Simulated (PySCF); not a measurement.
## Partial charges of [AlCl6]3-

Species: [AlCl6]3- (charge -3).
Structure used (PBE0-D3(BJ)/def2-SVP), in Å, numbered top down from 1:
```xyz
7
AlCl6 angstrom
Al     0.0140   -0.0160   -0.0095
Cl     0.0029   -0.0260    2.3952
Cl     0.0248   -0.0041   -2.4152
Cl     2.4211    0.0024    0.0007
Cl    -2.3959   -0.0316   -0.0200
Cl    -0.0060    2.3911   -0.0039
Cl     0.0309   -2.4180   -0.0159
```

Density: PBE0/pcSseg-1 (pcSseg-2 on Al) (PySCF); schemes: Mulliken, IAO, Hirshfeld and ESP-fitted. Whether so highly charged an anion holds all its electrons in the gas phase wasn't checked; a finite basis holds them in any case. The ion is multiply charged and computed without counter-ions or solvent. The pcSseg-1 basis has no diffuse functions, a weakness for an anion. The HOMO energy is positive at this level (+4.68 eV), so the outermost electrons may be held by the finite basis alone.

**Question.** Atoms with like bonding are taken together and averaged. At which atom do the 4 schemes differ most?

**Answer.** At Al1: from +0.202 (Hirshfeld) to +1.150 e (ESP-fitted), 0.948 e apart.

**Question.** Which atoms carry the highest charge in the Mulliken, IAO, Hirshfeld and ESP-fitted schemes?

**Answer.** All schemes agree: Mulliken Al1 (+0.988); IAO Al1 (+0.744); Hirshfeld Al1 (+0.202); ESP-fitted Al1 (+1.150).

**Question.** For which atoms does the sign change between the 4 schemes (beyond +0.03 e in one, beyond −0.03 e in another)?

**Answer.** For none.

**Question.** Give the atomic charges in each scheme.

**Answer.** In e; atoms taken as equivalent share a row and are averaged (×n: the atom named and its like, n in all):

| atom | environment | Mulliken | IAO | Hirshfeld | ESP-fitted |
| --- | --- | --- | --- | --- | --- |
| Al1 | aluminium bonded to 6 Cl | +0.988 | +0.744 | +0.202 | +1.150 |
| Cl2 (×6) | chlorine bonded to Al | -0.665 | -0.624 | -0.534 | -0.692 |

Mean size of the charges over all atoms: ESP-fitted 0.757 e, Mulliken 0.711 e, IAO 0.641 e, Hirshfeld 0.486 e. Each set sums to the total charge, -3, to within 0.001 e. The ESP scheme is a least-squares fit of atom-centred charges to the potential on four shells outside the van der Waals surface, with the total charge fixed.

**Question.** How many electrons does the IAO scheme count on Cl5?

**Answer.** Its own charge is -0.625 e, so Z − q = 17.625.

**Question.** Sum the charges by element, for elements with more than one atom.

**Answer.** 
| element | atoms | Mulliken | IAO | Hirshfeld | ESP-fitted |
| --- | --- | --- | --- | --- | --- |
| Cl | 6 | -3.988 | -3.744 | -3.202 | -4.150 |
